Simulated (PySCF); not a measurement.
## Computed structure and properties of [Ce(H2S)2]3+

System: [Ce(H2S)2]3+ (singlet in the valence; each metal's 4f electrons, 1 of them, lie in its core potential, out of spins and levels); start: displaced along the imaginary mode (C2). Method: PySCF 2.14.0, RKS PBE0, Ce lcecp-1-SVP with ECP47, S def2-SVP, H def2-SVP; non-relativistic Hamiltonian with scalar-relativistic core potentials where named; density fitting; no spin-orbit coupling.

Input of the relaxation:

```python
mol = gto.M(atom='''
Ce     0.01577     0.00000     0.00000
S     -0.02483     0.02397     2.96490
H      0.87819     0.93829     3.49046
H     -1.18547     0.54503     3.52094
S     -0.02483    -0.02397    -2.96490
H      0.87819    -0.93829    -3.49046
H     -1.18547    -0.54503    -3.52094''',
    basis={'Ce': 'lcecp-1-SVP', 'S': 'def2-SVP', 'H': 'def2-SVP'},
    ecp={'Ce': 'lcecp-1-SVP'},
    charge=3, spin=0)
mf = dft.RKS(mol, xc='PBE0')
mf.grids.atom_grid = (50, 194)  # f atoms: unpruned, at least (60, 302)
mf = mf.density_fit()  # fitting sets: Ce AutoAux, S def2-universal-JKFIT, H def2-universal-JKFIT
mf.conv_tol = 1e-08; mf.max_cycle = 55
mf.kernel(dm0)  # dm0: converged density of the start geometry
# quasi-Newton relaxation in Cartesian coordinates to a largest gradient under 0.00045 Eh/bohr, steps kept in the point group
```

Run from Python with OMP_NUM_THREADS=2; the lines above give its settings. Where DIIS fails, smearing, a level shift and second-order steps follow.
It took 2.1 min on 2 threads of Arm Neoverse V2, on a shared host, from the converged density of the start.

Course of the relaxation:

| step | energy above end (eV) | largest force component within the symmetry (eV/Å) |
| --- | --- | --- |
| 0 | 0.3495 | 0.460 |
| 1 | 0.3249 | 0.139 |
| 2 | 0.3124 | 0.185 |
| 3 | 0.2503 | 0.360 |
| 4 | 0.1989 | 0.325 |
| 5 | 0.1748 | 0.240 |
| 6 | 0.1474 | 0.204 |
| 7 | 0.1080 | 0.115 |
| 44 | 0.0008 | 0.038 |
| 45 | 0.0006 | 0.019 |
| 46 | 0.0004 | 0.029 |
| 47 | 0.0002 | 0.008 |
| 48 | 0.0002 | 0.049 |
| 49 | 0.0000 | 0.004 |
(The steps between are left out.)

Relaxed geometry (C2):

```xyz
7

Ce    1.3926    0.0000    0.0000
S    -0.4042    0.1354    2.3049
H     0.3377    0.2025    3.4544
H    -0.9540    1.3870    2.3856
S    -0.4042   -0.1354   -2.3049
H     0.3377   -0.2025   -3.4544
H    -0.9540   -1.3870   -2.3856
```

```json
{"contact": "Ce1–S2 (H2S)", "Å": "2.926"}
{"contact": "Ce1–S5 (H2S)", "Å": "2.926"}
```

On the finer grid (75, 302):

The HOMO is -22.24 eV. The LUMO is -17.81 eV. The dipole about the centre of mass is 1.30 D and the set of Mulliken populations of Ce1 outside the core potential is s 2.16, p 6.11, d 0.70, f 0.02. The D3(BJ) dispersion energy (not in the energies) is -0.143 eV.

| atom | Mulliken (e) | Löwdin (e) | spin (e) |
| --- | --- | --- | --- |
| Ce1 | 2.02 | 1.61 | 0.00 |
| S2 | -0.07 | 0.44 | 0.00 |
| H3 | 0.28 | 0.13 | 0.00 |
| H4 | 0.28 | 0.13 | 0.00 |
| S5 | -0.07 | 0.44 | 0.00 |
| H6 | 0.28 | 0.13 | 0.00 |
| H7 | 0.28 | 0.13 | 0.00 |

The 4f levels lie in the core potential and are missing. Their spin isn't counted.

On the grid (50, 194), as all that follows. Harmonic modes: 1 unstable but soft, so probably a saddle point, though modes this soft are near the noise (counted below −25 cm⁻¹); lowest -49 cm⁻¹ (negative: unstable), highest 2597 cm⁻¹, zero-point energy 0.926 eV.

Taking off one H2S (charge 0, singlet; the rest: singlet) in vacuum, both parts rigid, costs 3.21 eV; the small basis without counterpoise inflates it. Parting with an electron moved from the ligand to the metal can be far cheaper, even downhill.

Rigid scan of H2S along the line from its metal:

distance to S2 (Å), energy (eV) and a bar:
```
     2.63      0.309 ##############################
     2.73      0.121 ############
     2.83      0.027 ###
     2.93      0.000 
     3.03      0.021 ##
     3.13      0.076 #######
     3.33      0.245 ########################
```

One start shape was tried, so this needn't be the lowest isomer.

An lcecp potential fixes the number of 4f electrons, so in runs with it no electron can move into or out of that shell.
